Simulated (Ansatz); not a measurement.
CH$_{6}$BNSn (`[CH3][SnH]1[BH][NH]1`): the same geometry under several functionals.

```yaml
crystal:
  periodic: [false, false, false]
  atoms:
    - {symbol: C, position_ang: [-0.527244, 1.751317, 0.016218]}
    - {symbol: Sn, position_ang: [-0.792751, -0.353787, -0.327362]}
    - {symbol: B, position_ang: [0.919617, -1.723198, -0.772028]}
    - {symbol: N, position_ang: [0.971853, -1.313636, 0.500167]}
    - {symbol: H, position_ang: [-0.562956, 1.958784, 1.085753]}
    - {symbol: H, position_ang: [-1.323085, 2.308894, -0.479605]}
    - {symbol: H, position_ang: [0.434046, 2.067655, -0.387630]}
    - {symbol: H, position_ang: [-2.085785, -0.862046, 0.691944]}
    - {symbol: H, position_ang: [1.455253, -2.389113, -1.598072]}
    - {symbol: H, position_ang: [1.594250, -1.496070, 1.273414]}
basis:
  gaussian: {orbitals: def2-TZVPP}
hamiltonian: {xc: {name: B3LYP}, dispersion: d4}
output: {forces: true, orbitals: {seedname: orbitals}}
```

```sh
$ ansatz run in.yaml --threads 4 --pin off --events-out ev --progress --plain
```

Output, abridged:

```
Functional definition: B3LYP
1290 factors; their error is unknown
mean field evaluation 1: about -9118.8858 eV, gradient 8.9e1 eV
mean field evaluation 2: about -9063.7709 eV, gradient 1.6e2 eV
mean field evaluation 4: about -9135.1077 eV, gradient 1.7e1 eV
mean field evaluation 8: about -9135.7510 eV, gradient 1.2e-1 eV
mean field evaluation 16: about -9135.8034 eV, gradient 6.6e-3 eV
mean field -9135.80340411 eV, -335.7345826312 hartree, gradient 4.3e-5 eV, S^2 0.000000; 0 other end points of the search recorded, 0 dependent functions left out
reference -9135.80370548 eV, -335.7345937062 hartree; 23, 23 occupied and 204, 204 virtual orbitals, 1290 factors
Total energy: -9136.11320267 eV, -335.7459675182 hartree
Atom 0 at    -0.527244     1.751317     0.016218 Å, force     0.042037     0.289424     0.074237 eV/Å
Atom 1 at    -0.792751    -0.353787    -0.327362 Å, force    -0.330280    -0.024629    -0.205622 eV/Å
Atom 2 at     0.919617    -1.723198    -0.772028 Å, force     0.241150    -0.177123    -0.011283 eV/Å
Atom 3 at     0.971853    -1.313636     0.500167 Å, force     0.158433    -0.108352    -0.012759 eV/Å
Atom 4 at    -0.562956     1.958784     1.085753 Å, force     0.007131     0.005824    -0.061893 eV/Å
Atom 5 at    -1.323085     2.308894    -0.479605 Å, force     0.045904    -0.027061     0.030278 eV/Å
Atom 6 at     0.434046     2.067655    -0.387630 Å, force    -0.055423    -0.009578     0.026391 eV/Å
Atom 7 at    -2.085785    -0.862046     0.691944 Å, force    -0.053253    -0.018097     0.066915 eV/Å
Atom 8 at     1.455253    -2.389113    -1.598072 Å, force    -0.070943     0.079533     0.087617 eV/Å
Atom 9 at     1.594250    -1.496070     1.273414 Å, force     0.015244    -0.009941     0.006119 eV/Å
Dipole moment:     0.087768     0.113815     0.051597 e Å
```

It took 2.5 s on 4 threads of a server CPU on a shared host, with 0.57 GiB of host memory at the peak.

With the line `hamiltonian: {xc: {name: r2SCANh}, dispersion: d4}` and no forces (abridged; 2.4 s):

```
Functional definition: r2SCANh
mean field evaluation 16: about -9133.2190 eV, gradient 8.5e-4 eV
mean field -9133.21895764 eV, -335.6396059752 hartree, gradient 6.6e-5 eV, S^2 0.000000
Total energy: -9133.26793084 eV, -335.6414057069 hartree
```

With the line `hamiltonian: {xc: lda}` and no forces (abridged; 0.8 s):

```
Functional definition: SPW92
mean field evaluation 16: about -9093.6039 eV, gradient 8.0e-4 eV
mean field -9093.60385755 eV, -334.1837778990 hartree, gradient 2.9e-5 eV, S^2 0.000000
Total energy: -9093.60390691 eV, -334.1837797128 hartree
```

The same input with `hamiltonian: {xc: {name: BLYP}, dispersion: d4}` and no forces (abridged; 1.2 s):

```
Functional definition: BLYP
mean field evaluation 16: about -9130.5548 eV, gradient 9.7e-4 eV
mean field -9130.55479828 eV, -335.5416999246 hartree, gradient 6.5e-5 eV, S^2 0.000000
Total energy: -9130.96753744 eV, -335.5568678087 hartree
```

With the line `hamiltonian: {xc: {name: B2PLYP}}` and no forces (abridged; 3 s):

```
Functional definition: B2PLYP
mean field evaluation 16: about -9117.4874 eV, gradient 6.1e-4 eV
mean field -9117.48735921 eV, -335.0614803962 hartree, gradient 3.6e-6 eV, S^2 0.000000
7 core orbitals not correlated: weight in the atoms' cores, before any rotation towards them, 1.000 or more for the frozen orbitals, at most 0.000 for the correlated occupied ones
second order -27.17412966 eV of doubles, -0.00000000 eV of singles
Total energy: -9124.82456433 eV, -335.3311177108 hartree
```

With the line `hamiltonian: {xc: {name: CAM-B3LYP}, dispersion: d4}` and no forces (abridged; 2.1 s):

```
Functional definition: CAM-B3LYP
mean field evaluation 16: about -9131.1439 eV, gradient 2.3e-4 eV
mean field -9131.14392292 eV, -335.5633498555 hartree, gradient 7.6e-5 eV, S^2 0.000000
Total energy: -9131.31012901 eV, -335.5694578168 hartree
```

B3LYP takes the VWN-RPA correlation (the form of Gaussian; ORCA's B3LYP/G).
